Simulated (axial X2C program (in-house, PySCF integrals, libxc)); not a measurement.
# Spectroscopic constants of InO⁻

Calculated with an in-house relativistic program for diatomic molecules. Spin-free means the one-electron spin-free X2C Hamiltonian; two-component (2c) means X2C with spin–orbit coupling and atomic mean-field two-electron Coulomb and Gaunt terms, so the difference of the two also holds small scalar two-electron terms. Basis: In dyall-acv3z [12s13p10d5f1g], O dyall-av3z [7s6p3d2f] (cores contracted in-house); Gaussian nuclei, density fitting, unrestricted open shells. Masses: In 114.904 u, O 15.995 u.

Input file and command:
```json
{"zs": [49, 8], "q": -1, "bas": ["dyall-acv3z", "dyall-av3z"], "levels": ["PBE0", "HF", "r2SCAN0"], "cc": true, "r0": 1.93, "thr": -1.0, "nmax": 90, "npts": 10, "nst": 2, "ntry": 6}
```
```bash
python so2c.py task.json out
```

Keys: zs atomic numbers; q charge; bas basis sets; levels methods; cc coupled cluster on or off; r0 starting distance in Å; thr threshold in hartree for freezing inner shells (an s shell follows its p shell); nmax most natural virtual spinors; npts points on the curve; nst determinants followed; ntry starts of the search. HF also brings MP2.

State, spin-free: M_S = 0, Λ = 0 (closed shell); electrons by block: σα: 13, σβ: 13, π+α: 6, π+β: 6, π-α: 6, π-β: 6, δ+α: 2, δ+β: 2, δ-α: 2, δ-β: 2. Fragments: In + O- for PBE0, MP2, CCSD, CCSD(T), r2SCAN0; In- + O for HF.

State, 2c: Ω = 0 (closed shell); electrons by block: 1/2: 19, -1/2: 19, 3/2: 8, -3/2: 8, 5/2: 2, -5/2: 2. Fragments: In + O- for PBE0, CCSD, CCSD(T), r2SCAN0; In- + O for HF.

```
Hamiltonian    level  Re (Å)  ωe (cm⁻¹)  ωexe (cm⁻¹)  αe (cm⁻¹)  De (eV)  k (mdyn/Å)  μ (D)
  spin-free     PBE0   1.911      698.8         3.12    0.00208     4.18        4.04  -4.19
  spin-free       HF   1.885      770.8         3.03     0.0019      n/a        4.92  -4.67
  spin-free      MP2   1.965      636.3         2.89    0.00207     5.04        3.35    n/a
  spin-free     CCSD   1.930      696.3         3.02    0.00199     4.13        4.01    n/a
  spin-free  CCSD(T)   1.951      655.7         3.22    0.00213     4.46        3.56    n/a
  spin-free  r2SCAN0   1.901      721.3         3.11    0.00203     4.07         4.3  -4.22
         2c     PBE0   1.911      698.3         3.13    0.00208      n/a        4.03  -4.18
         2c       HF   1.885      770.1         3.03    0.00191      n/a        4.91  -4.67
         2c     CCSD   1.931      695.7         3.04    0.00199     3.98           4    n/a
         2c  CCSD(T)   1.951      655.4          3.2    0.00213     4.30        3.55    n/a
         2c  r2SCAN0   1.901      720.8         3.11    0.00203      n/a         4.3  -4.21
```

Correlated methods: 10 electrons correlated (number of frozen shells: In 4 s, 3 p, 2 d; O 1 s), 290 virtual spin orbitals or spinors in MP2, 90 natural virtuals in coupled cluster.

Dipoles are positive if O is the positive end and refer to the centre of mass.

Occupations by symmetry block were frozen at the best pattern of an incomplete PBE0 search. Closed shells are restricted here (equal orbitals for both partners); the stretched side of such a curve lies too high. De is counted from the lowest determinant-based energies of the atoms at the same level, without counterpoise correction. De is not given where an atomic determinant may have missed its ground term or J level, or where the truncated virtual space spoils (T). Coupled cluster ran in a truncated set of natural virtual spinors; the MP2 energy of the rest was added. (T) has no such correction and the atoms are truncated less, which lowers De at CCSD(T) by a hundredth of an eV or more. Without a current term, density functionals place determinants with orbital angular momentum somewhat too high. The T1 diagnostic is large, a sign of multireference character. With the outer-core shells frozen, correlated bond lengths of heavy atoms tend to come out a few hundredths of an ångström too long.

No reliable constants came from MP2 (2c): no minimum in range, unconverged points, a curve that is not smooth, a change of character along it, or the two Hamiltonians disagreeing along it.

Rough cost a point (2c) on 1 thread(s) of a shared host, integrals apart: PBE0 1.2 s, HF 0.8 s, CCSD(T) 5 s, r2SCAN0 1.8 s.

The whole task took 3.4 min on 1 thread of Arm Neoverse V1, with other jobs on the host.
